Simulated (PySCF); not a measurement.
**Radial density of C²⁺ (carbon, charge +2)**

r2SCAN0, [He] 2p2, high-spin 3P determinant (an excited configuration). Computed with PySCF 2.14 in aug-cc-pCVTZ-DK with one added diffuse shell each of s, p, d, f type (8s7p5d3f, 75 functions), with scalar relativity by spin-free X2C-1e.

```tsv
r (bohr)	4πr²ρ (e/bohr)	4πr²(ρα − ρβ)
0.00499	0.03711	-0.0002
0.00839	0.1006	-0.0004
0.0141	0.2624	-0.0011
0.0238	0.6583	-0.0028
0.0399	1.528	-0.0063
0.0672	3.127	-0.0114
0.113	5.157	-0.0086
0.190	6.026	0.0469
0.320	4.163	0.2654
0.538	1.806	0.8107
0.905	1.445	1.3890
1.52	1.025	1.0247
2.56	0.1934	0.1934
4.31	0.002615	0.0026
```

Densities and radii are taken from the X2C orbitals without a picture-change correction, which distorts them close to the nucleus.

Q: Where is the radial spin density 4πr²(ρα − ρβ) most negative, and why is it negative at all?

A: Around r = 0.0672 bohr, down to -0.0114 e/bohr: exchange with the open shell polarises the paired shells in an unrestricted calculation.
